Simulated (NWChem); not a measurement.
System: water (H$_{2}$O); SMILES O

NWChem input:

```
start job
memory heap 200 mb stack 700 mb global 900 mb
geometry units angstroms noautosym nocenter noautoz
  O      0.000000     0.000000     0.132618
  H      0.762618     0.000000    -0.464642
  H     -0.762618     0.000000    -0.464642
end
basis spherical
  * library pcsseg-1
end
dft
  xc kt2
  iterations 150
end
property
  shielding 2 1 2
end
task dft property
```

Coordinates come from a B3LYP/6-31G* (spherical d) optimisation. Not confirmed as a minimum by frequencies.

GIAO values for the isolated, static molecule; σ is the absolute isotropic shielding.

Atoms are numbered as in the input.

Problem. Predict the main results of this run. (KT2/pcSseg-1, GIAO.) Quantities: σ O1 (ppm); σ H2 (ppm).

Solution. σ O1 (ppm): 327.0
σ H2 (ppm): 31.04
